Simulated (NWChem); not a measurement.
Species: SnH$_{3}$ cation; SMILES [SnH3+]

Computed with NWChem. Structure relaxed at the PBE-D3(BJ)/def2-SVP level. def2 effective core potentials on Sn; no spin-orbit coupling. Vertical excitations in the gas phase; the lowest state need not have the same character in each row.

For level B3LYP/def2-SVP, full TDDFT:

- lowest excitation, singlet (eV) = 4.90
- lowest state with f > 0.02, singlet (eV) = 8.59
- oscillator strength of that bright state = 0.146
- orbital gap (eV) = 6.09

**Question.** How do the values read with level PBE/def2-SVP, full TDDFT instead?

**Answer.** 
| Item | Result |
|---|---|
| lowest excitation, singlet (eV) | 4.71 |
| lowest state with f > 0.02, singlet (eV) | 8.22 |
| oscillator strength of that bright state | 0.105 |
| orbital gap (eV) | 4.51 |
